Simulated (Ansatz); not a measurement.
Reactions of CH4GeO2, SMILES `C[O][Ge][OH]`.

Isolated molecules relaxed with PBE0-D4/def2-TZVP in Ansatz; ΔE leaves out vibrations. CCSD(T)/CBS is the MP2 limit (def2-TZVPP, def2-QZVPP) plus CCSD(T) − MP2 in def2-TZVPP, frozen cores. Elements past krypton have def2 core potentials. For Br, Ge, Sb, Zn outer-core shells are correlated without core-valence functions, which leaves a few kJ/mol of doubt a bond. Scalar relativity is left out up to krypton. Each species was taken in one conformer, which may not be the lowest.

(1) Order these by ΔE at CCSD(T)/CBS, lowest first. (Best estimate.)
A. `C[O][Ge][OH]` + `[F][SbH][SiH3]` → `[OH][Ge][F]` + `C[O][SbH][SiH3]`
B. `C[O][Ge][OH]` + `CS[SiH2][AlH][NH2]` → `C[O][Ge][S]C` + `[NH2][AlH][SiH2]O`
C. `C[O][Ge][OH]` + `COB(F)Br` → `[OH][Ge][Br]` + `COB(F)OC`
D. `C[O][Ge][OH]` + `C[S][ZnH]` → `C[S][Ge][OH]` + `C[O][ZnH]`
E. `C[O][Ge][OH]` + `C=C(N)Cl` → `C[O][Ge][Cl]` + `C=C(N)O`

Largest T1 diagnostic: 0.017, for `C[O][ZnH]`.

Results:

(1) C (-98.5 kJ/mol), E (-48.0 kJ/mol), B (-16.7 kJ/mol), A (-3.0 kJ/mol), D (+42.3 kJ/mol).
